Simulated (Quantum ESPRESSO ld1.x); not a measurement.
Values are calculated unless marked as measured or tabulated.
Task: Species: Pr II. Configuration: [Kr] 4d10 4f3 5s2 5p5 6s1 7s1 (not the ground configuration). Level of theory: scalar-relativistic Kohn-Sham, LDA (Slater exchange, VWN5 correlation), spin-polarised, spherical densities, point nucleus; open shells are filled with parallel spins first (ld1.x of Quantum ESPRESSO 7.5). Some entries of the table are withheld. Estimate them.

| orbital | occ. | eigenvalue (eV) | <r^2> (bohr^2) |
|---|---|---|---|
| 1s up | 1 | -41789.2 | 0.0007907 |
| 1s down | 1 | -41789.1 | 0.0007907 |
| 2s up | 1 | -6735.33 | 0.01255 |
| 2s down | 1 | -6735.25 | 0.01255 |
| 2p up | 3 | -6030.94 | 0.01001 |
| 2p down | 3 | -6030.86 | 0.01001 |
| 3s up | 1 | -1463.39 | 0.08498 |
| 3s down | 1 | -1462.52 | 0.08492 |
| 3p up | 3 | -1240.27 | 0.08496 |
| 3p down | 3 | -1239.41 | 0.08489 |
| 3d up | 5 | -926.187 | 0.07227 |
| 3d down | 5 | -925.495 | 0.07218 |
| 4s up | 1 | -302.179 | 0.4383 |
| 4s down | 1 | -299.929 | 0.4379 |
| 4p up | 3 | -229.266 | 0.4959 |
| 4p down | 3 | -226.990 | 0.4953 |
| 4d up | 5 | -124.983 | 0.6158 |
| 4d down | 5 | -122.656 | 0.6147 |
| 5s up | 1 | -53.2901 | 2.473 |
| 5s down | 1 | -51.0610 | 2.501 |
| 5p up | 3 | -35.1177 | 3.314 |
| 5p down | 2 | -33.1100 | 3.371 |
| 4f up | 3 | (1) | 1.556 |
| 4f down | 0 | (2) | 1.622 |
| 6s up | 1 | -12.0591 | 14.57 |
| 6s down | 0 | -10.8320 | 15.33 |
| 6p up | 0 | (3) | 22.15 |
| 6p down | 0 | (4) | 24.01 |
| 7s up | 1 | -4.5476 | 63.32 |
| 7s down | 0 | -3.9880 | 69.95 |

Result: 
(1) 4f up eigenvalue (eV): -15.7075
(2) 4f down eigenvalue (eV): -13.3840
(3) 6p up eigenvalue (eV): -8.1958
(4) 6p down eigenvalue (eV): -7.1855
